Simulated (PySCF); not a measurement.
A PySCF script (with the pyscf-properties extension) for the NMR shieldings of `C=C[P@@](C)(=S)c1ccoc1`, C₇H₉OPS, on a GFN2-xTB geometry:

```python
import basis_set_exchange as bse
import numpy as np
from pyscf import gto, dft
from pyscf.prop import nmr

atoms = """
C    -2.635216    0.151687   -1.182366
C    -1.624050   -0.612805   -0.803982
P    -0.687791   -0.431208    0.738983
C    -0.991912    1.275025    1.346007
S    -1.060343   -1.832087    2.027774
C     1.021465   -0.407104    0.164498
C     1.613688    0.347948   -0.887441
C     2.917190   -0.029888   -0.917786
O     3.169813   -0.953837    0.026102
C     2.026747   -1.181373    0.674648
H    -3.202799   -0.064917   -2.073141
H    -2.930968    1.028475   -0.630356
H    -1.352821   -1.507336   -1.353989
H    -0.323612    1.445449    2.190202
H    -0.806667    2.013542    0.569205
H    -2.021113    1.338172    1.698332
H     1.125449    1.058980   -1.521937
H     3.734729    0.270704   -1.542949
H     2.018404   -1.900175    1.470734
"""
names = dict.fromkeys(["C", "P", "S", "O", "H"], "pcSseg-1")
basis = {el: gto.basis.parse(bse.get_basis(n, elements=[el], fmt="nwchem")) for el, n in names.items()}
mol = gto.M(atom=atoms, basis=basis, charge=0, verbose=0)
mf = dft.RKS(mol, xc="PBE0")
mf.grids.level = 2
mf.grids.alignment = dft.numint.BLKSIZE   # the property module wants whole blocks of grid points
mf.conv_tol = 1e-9
mf.kernel()

calc = nmr.RKS(mf)   # GIAO
C = mf.mo_coeff
Co = C[:, mf.mo_occ > 0]
resp = mf.gen_response(singlet=True, hermi=2)
def vind(x):   # induced exchange potential for any number of trial vectors
    d = np.einsum("pi,xij,qj->xpq", C, 2 * x.reshape(-1, C.shape[1], Co.shape[1]), Co, optimize=True)
    return np.einsum("xpq,pi,qj->xij", resp(d - d.transpose(0, 2, 1)), C, Co, optimize=True).ravel()
mo1, _ = nmr.rhf.solve_mo1(calc, with_cphf=vind)
sigma = calc.kernel(mo1)
for i, s in enumerate(sigma):   # ppm
    print("%2d %-2s %9.2f" % (i, mol.atom_pure_symbol(i), np.trace(s) / 3))
```

Task: Give the expected output.

Result: 
```
 0 C      56.28
 1 C      37.78
 2 P     314.51
 3 C     162.55
 4 S     745.82
 5 C      58.37
 6 C      70.14
 7 C      38.06
 8 O      25.38
 9 C      28.61
10 H      25.62
11 H      25.75
12 H      25.18
13 H      29.84
14 H      29.90
15 H      29.77
16 H      25.23
17 H      24.16
18 H      23.65
```

These numbers come from an equivalent density-fitted implementation of the same equations, which agrees with the script to about 0.01 ppm for H and up to a few tenths of a ppm for heavy atoms, so last digits may differ.

Task: Turn these shieldings into chemical shifts. Shifts are taken against calculated references (same method and geometry level): TMS for 13C (186.93 ppm), 1H (31.72 ppm); H3PO4 for 31P (318.38 ppm); 33S (503.73 ppm) against CS2; H2O for 17O (336.08 ppm).

Result: Averaging equivalent atoms: C 9: 158.3; C 1: 149.1; C 7: 148.9; C 0: 130.6; C 5: 128.6; C 6: 116.8; C 3: 24.4; P 2: 3.9; S 4: -242; O 8: 310.7; H 18: 8.07; H 17: 7.55; H 12: 6.54; H 16: 6.49; H 10: 6.10; H 11: 5.97; H 13/14/15: 1.88 ppm. Unscaled 17O shifts of doubly bonded oxygen tend to come out too high, by tens of ppm or more. Experimental scales use liquid or dissolved standards, which lie at an offset from isolated H2O (liquid H2O: subtract about 36 ppm) and H3PO4.

Size and cost of the density-fitted run: 229 basis functions, about 2.9 core-minutes.
